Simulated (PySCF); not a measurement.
# How methods differ on the excitation energy of W

W [Xe] 4f14 5d4 6s2 (5D) → W [Xe] 4f14 5d4 6s1 6p1 (high-spin determinant), as a difference of total energies. Calculation: PySCF 2.14, in x2c-TZVPPall; the spin-free X2C one-electron Hamiltonian (Gaussian nucleus). Correlated levels: valence: [Xe] 4f14 frozen. The calculations carry no spin-orbit coupling.

| method | excitation energy (cm⁻¹) |
| --- | --- |
| UHF | 8678.6 |
| LDA | 23155 |
| PBE | 20890 |
| PBE0 | 18936 |
| r2SCAN | 17736 |
| M06-2X | 25208 |
| CAM-B3LYP | 22848 |
| BP86 | 21787 |
| MP2 (valence) | 17436 |
| SCS-MP2 (valence) | 20436 |

A first-order spin-orbit estimate (lowest level to lowest level, LS coupling) adds -0.191 eV.

The basis was made for the ground configuration and has no added diffuse functions, so the excitation energy can come out too high.

The determinant of the upper state mixes LS terms, which raises its energy above the lowest term, most at the Hartree-Fock and MP2 levels.
